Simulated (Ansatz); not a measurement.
The same path of C3H6SSi (11 atoms, charge 0, multiplicity 1) was run 3 times with different band settings. The coordinate that changes most is the dihedral S5–C3–Si4–H10.

All numbers below come from Ansatz 0.2.0, RKS r2SCAN/STO-3G.

Relaxed end points:

```xyz
11
Properties=species:S:1:pos:R:3
C -1.629 1.397 0.565
C -0.757 0.369 0.527
C 0.301 0.201 -0.526
Si 1.391 -1.340 -0.339
S 0.497 1.273 -1.750
H -1.587 2.174 -0.210
H -2.391 1.495 1.346
H -0.809 -0.404 1.310
H 1.010 -2.112 0.824
H 2.776 -0.942 -0.208
H 1.265 -2.169 -1.518
```

```xyz
11
Properties=species:S:1:pos:R:3
C -1.620 1.401 0.525
C -0.750 0.371 0.486
C 0.319 0.204 -0.557
Si 1.387 -1.339 -0.300
S 0.519 1.269 -1.785
H -1.570 2.184 -0.243
H -2.388 1.494 1.300
H -0.811 -0.407 1.263
H 2.391 -1.435 -1.334
H 0.553 -2.523 -0.328
H 2.034 -1.277 0.995
```

Common settings: movable images 5; climbing image yes; spring 5.0 eV/Å²; optimiser quadratic models (default); start path IDPP; end points relaxed.

| run | force threshold | iteration limit |
| --- | --- | --- |
| 1 | 0.03 eV/Å | 49 |
| 2 | 0.5 eV/Å | 53 |
| 3 | 0.03 eV/Å | 10 |

Task: What does each run give, and how far can it be trusted?

Result: Run 1: converged after 7 iterations, highest image 0.000 eV above the first end. The highest image is an end point: on this band no image between the ends rises above it. Between wells the path still climbs a hump at image 4, 0.02 eV above the well before it.
Run 2: converged after 3 iterations, highest image 0.022 eV above the first end. The threshold of 0.5 eV/Å is loose, so the images may lie well off the minimum-energy path. Beside the main top the profile has a ripple of under 15 meV (maxima at images 3, 5), which may be a very shallow well or noise. The order of the stationary point at the top wasn't checked.
Run 3: converged after 7 iterations, highest image 0.000 eV above the first end. The highest image is an end point: on this band no image between the ends rises above it. Between wells the path still climbs a hump at image 4, 0.02 eV above the well before it.
Limits of this set-up: minimal basis.
